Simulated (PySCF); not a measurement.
## Dipole response of Cl (chlorine, neutral)

[Ne] 3s2 3p5, 2P determinant. All numbers are calculated (PySCF 2.14, the non-relativistic Hamiltonian (point nucleus), in dyall-acv3z (19s12p6d4f, 113 functions)). Coupled (time-dependent) response in atomic units; α is the mean over directions.

```tsv
method	mean α (bohr³)	α xx, yy, zz	C₆ (like pair)	S(−4)
UHF	13.97	12.88, 14.51, 14.51	87.92	45.79
PBE	15.23	13.77, 15.96, 15.96	97.64	60.71
PBE0	14.67	13.37, 15.32, 15.32	93.26	53.77
M06-2X	14.71	13.54, 15.30, 15.30	92.29	54.97
```

S(−4) is the Cauchy moment in α(ω) = α(0) + S(−4) ω² + …

Reference α: 14.6 ± 0.1 bohr³ (recommended; Schwerdtfeger and Nagle, table of static dipole polarizabilities (2023 update)). Published C₆: 94.60 (Chu and Dalgarno (2004); Tang, Norbeck and Certain (1976)).

α(iu) at M06-2X:

| u (hartree) | α(iu) (bohr³) |
| --- | --- |
| 0 | 14.71 |
| 0.0500 | 14.58 |
| 0.100 | 14.19 |
| 0.200 | 12.88 |
| 0.300 | 11.25 |
| 0.500 | 8.178 |
| 0.750 | 5.469 |
| 1.00 | 3.799 |
| 1.50 | 2.084 |
| 2.00 | 1.308 |
| 3.00 | 0.6618 |
| 5.00 | 0.2818 |

The components differ because the open shell of this determinant is not spherical; for a pure term their mean is the scalar polarisability.
